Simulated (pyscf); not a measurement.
PySCF, gas phase, ωB97X-D3(BJ)/def2-SVP geometries.

### Question
What is the homolytic dissociation enthalpy (298 K, ωB97M-D3(BJ)/def2-TZVP) of the C–C bond of H₂C=C(F)–CH(F)–F, to H₂C=C•–F + F–CH•–F?

### Answer
C–C to H₂C=C•–F + F–CH•–F: 435.0 kJ/mol. The 7 functionals that were run give +397.8 (r²SCAN) to +435.0 kJ/mol (ωB97M-D3(BJ)). The radicals are drawn with the spin at the cut bond; how far it spreads was not checked. Other isomers of H₂C=C•–F were not searched in full and may lie lower.
